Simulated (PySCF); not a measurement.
# Electron correlation in Si (silicon, neutral)

[Ne] 3s2 3p2, high-spin 3P determinant. All numbers are calculated (PySCF 2.14, the non-relativistic Hamiltonian (point nucleus), in def2-TZVP). Frozen: [Ne]; 4 electrons correlated.

MP2 pair energies summed by pair of shells (mhartree):

| pair | energy | share (%) |
| --- | --- | --- |
| 3s-3p | -33.34 | 60.7 |
| 3s-3s | -15.94 | 29.0 |
| 3p-3p | -5.64 | 10.3 |

Total MP2 correlation energy: -54.91 mhartree.

Same-spin part -9.55 and opposite-spin part -45.36 mhartree; SCS-MP2 scales them by 1/3 and 6/5 to -57.62 mhartree.

| level | correlation energy (mhartree) |
| --- | --- |
| CCSD | -73.53 |
| (T) | -2.42 |
| CCSD(T) | -75.95 |

Diagnostics: T1 = 0.012, D1 = 0.0298, largest double amplitude 0.097.

Is a single reference adequate?

Mostly. T1 lies below 0.03, but a double amplitude of this size points to a near-degeneracy that CCSD handles and MP2 describes poorly.
